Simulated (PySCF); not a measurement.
Compound: o-xylene, C₈H₁₀.
SMILES: `Cc1ccccc1C`

A linear-response calculation (PySCF, def2-SVPD basis, gas phase, vertical, core orbitals frozen in the response) gave these numbers; the functional is withheld.

Orbital energies (eV): HOMO-3 -11.35, HOMO-2 -11.32, HOMO-1 -8.80, HOMO -8.53, LUMO 1.66, LUMO+1 1.68, LUMO+2 2.38.

```tsv
state	E (eV)	f	main configurations (H = HOMO, L = LUMO)
S1	5.37	0.0016	H→L+1 (56%), H-1→L (43%)
S2	6.04	0.019	H→L (64%), H-1→L+1 (35%)
S3	6.91	0.521	H-1→L+1 (62%), H→L (34%)
S4	6.96	0.784	H-1→L (55%), H→L+1 (42%)
S5	7.05	0.0072	H→L+2 (85%)
S6	7.31	0.0000	H-1→L+2 (74%), H-1→L+4 (15%)
```

Triplets (Tamm–Dancoff): T1 4.12 eV, H→L (62%), H-1→L+1 (33%); T2 4.73 eV, H→L+1 (77%), H-1→L (22%); T3 4.80 eV, H-1→L+1 (63%), H→L (35%); T4 5.17 eV, H-1→L (77%), H→L+1 (22%).

Vertical ionisation energy by ΔSCF with the same functional: 8.59 eV. Mean static polarisability: 93.2 au.

**Question.** Which of these was used?
A. HF
B. PBE
C. B3LYP
D. wB97X-D

**Answer.** D. wB97X-D is range-separated, 22% exact exchange at short range and 100% at long range (ω = 0.2 bohr⁻¹). In this run −ε(HOMO) = 8.53 eV differs from the ΔSCF value by -0.07 eV, and S1 differs from the orbital gap of 10.18 eV by -4.81 eV. The ratio −ε(HOMO)/IP is 0.99. Usual ranges for neutral molecules in this basis: 0.89 to 0.99 with wB97X-D, 0.5 to 0.7 with PBE, 0.67 to 0.83 with B3LYP; with Hartree–Fock the ratio is 1 or more (Koopmans' value less the relaxation energy is the ΔSCF value).

Computed with TDDFT wB97X-D/def2-SVPD, vertical, gas phase, core orbitals frozen in the response in PySCF. Geometry: PBE0-D3(BJ)/def2-SVP; no solvent, vibrations or thermal averaging.
